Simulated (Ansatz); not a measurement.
`C[Si](N)(N)[SiH3]` + SiH₄ → `N[Si](N)([SiH3])[SiH3]` + CH₄  (formal exchange of groups at the Si–C bond)

Program: Ansatz. Geometries: PBE0-D4/def2-TZVP. ΔE: electronic, gas phase. CCSD(T)/CBS is the MP2 limit (def2-TZVPP, def2-QZVPP) plus CCSD(T) − MP2 in def2-TZVPP, frozen cores. This one scheme is used for every species. Functionals use def2-TZVPP. B3LYP here is the variant with VWN-RPA as its local correlation; programs differ in this. Each species was taken in one conformer, which may not be the lowest.

| level | ΔE (kJ/mol) | difference from CCSD(T)/CBS |
| --- | --- | --- |
| PBE-D4 | -11.6 | -15.2 |
| r2SCAN-D4 | -2.0 | -5.6 |
| PBE0-D4 | -6.6 | -10.2 |
| B3LYP-D4 | -0.8 | -4.4 |
| ωB97X-V | 3.6 | 0.0 |
| ωB97M-V | 8.8 | 5.2 |
| B2PLYP | 5.2 | 1.6 |
| PBE | -9.8 | -13.4 |
| r2SCAN | -1.5 | -5.1 |
| PBE0 | -4.7 | -8.3 |
| B3LYP | 2.2 | -1.4 |
| HF/def2-TZVPP | 14.7 | 11.1 |
| MP2/def2-TZVPP | 9.7 | 6.1 |
| SCS-MP2/def2-TZVPP | 10.9 | 7.3 |
| CCSD/def2-TZVPP | 7.5 | 3.9 |
| CCSD(T)/def2-TZVPP | 5.5 | 1.9 |
| HF/def2-QZVPP | 15.1 | 11.5 |
| MP2/def2-QZVPP | 8.7 | 5.1 |
| SCS-MP2/def2-QZVPP | 9.9 | 6.3 |
| HF/CBS(def2) | 15.2 | 11.6 |
| MP2/CBS(def2) | 7.7 | 4.1 |
| CCSD/CBS(def2) | 5.5 | 1.9 |
| CCSD(T)/CBS | 3.6 | 0 |

Largest T1 diagnostic among the species: 0.013.

In def2-TZVPP, CCSD(T) changes the Hartree–Fock value by −9.2 kJ/mol (the triples alone add −2.0 kJ/mol) and MP2 by −5.0 kJ/mol. The D4 term adds −3.1 kJ/mol with B3LYP and −1.9 kJ/mol with PBE0; it sums over pairs of atoms, weighted by their polarisabilities, and B3LYP, whose exchange is more repulsive, gets the larger term.
